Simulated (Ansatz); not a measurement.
Cost and result for the atomization energy of BH$_{7}$O$_{2}$SSi$_{2}$ (`[SiH3]OB(S)O[SiH3]`) (13 atoms, 12 bonds).

```xyz
13

Si   -1.6295   -0.9209    1.0120
O     0.0042   -0.8370    1.1690
B     1.0911   -0.1665    0.7120
S     2.6185   -0.3653    1.6835
O     1.0916    0.6173   -0.3969
Si    0.1491    0.9512   -1.7043
H    -2.1567    0.3481    0.4434
H    -2.2023   -1.1387    2.3606
H    -1.9822   -2.0518    0.1201
H     3.3743    0.4087    0.8906
H     1.0499    1.1491   -2.8636
H    -0.6317    2.1860   -1.4507
H    -0.7763   -0.1804   -1.9757
```

The species carries charge 0 and has multiplicity 1. The geometry is a stationary point of PBE0-D4/def2-TZVP. It is one conformer, not always the lowest. Program: Ansatz. All runs use 2 threads of an AMD EPYC 7R13 on a shared host and a share of an NVIDIA H100 80 GB. Times are those of one run each, without the atoms' runs, and a repeat can differ threefold. Electronic energies, without spin–orbit coupling; frozen cores. CCSD(T)/CBS adds CCSD(T) − MP2 in def2-TZVPP to the MP2 limit, and its time is that of the two runs behind it. T1 = 0.013. B3LYP takes the VWN-RPA correlation (the form of Gaussian; ORCA's B3LYP/G).

CCSD(T)/CBS is a level of theory with its own doubt, some kJ/mol a heavy atom from the limit and from the frozen cores, so smaller differences don't rank the functionals.

```tsv
level	functions	wall time	atomization (kcal/mol)	difference from CCSD(T)/CBS	per bond
PBE0-D4/def2-TZVPP	317	3.9 s	1117.9	-13.7	-1.1
B3LYP-D4/def2-TZVPP (with forces)	317	4 s	1128.3	-3.3	-0.3
ωB97X-V/def2-TZVPP	317	4.7 s	1136.6	5.0	0.4
r2SCAN-D4/def2-TZVPP (with forces)	317	5 s	1133.7	2.1	0.2
B2PLYP/def2-TZVPP	317	5.5 s	1116.4	-15.2	-1.3
CCSD(T)/def2-TZVPP	317	6 s	1100.6	-31.0	-2.6
ωB97M-V/def2-TZVPP (with forces)	317	6 s	1135.3	3.7	0.3
PBE-D4/def2-TZVPP (with forces)	317	6.5 s	1131.4	-0.2	0.0
MP2/def2-QZVPP	591	7 s	1137.6	6.0	0.5
CCSD(T)/CBS(def2)	–	13 s	1131.6	0.0	0.0
```

From PBE to PBE0 (25 % exact exchange), in def2-TZVPP and without D4, the atomization energy moves by −12.3 kcal/mol: exact exchange takes away binding that semilocal exchange gives to molecules. The D4 term adds +13.3 kcal/mol with B3LYP and +7.1 kcal/mol with PBE0; it sums over pairs of atoms, weighted by their polarisabilities, and B3LYP, whose exchange is more repulsive, gets the larger term. In def2-TZVPP, CCSD(T) changes the Hartree–Fock value by +251.0 kcal/mol (the triples alone add +14.4 kcal/mol) and MP2 by +269.3 kcal/mol; breaking electron pairs costs correlation energy, which Hartree–Fock lacks.
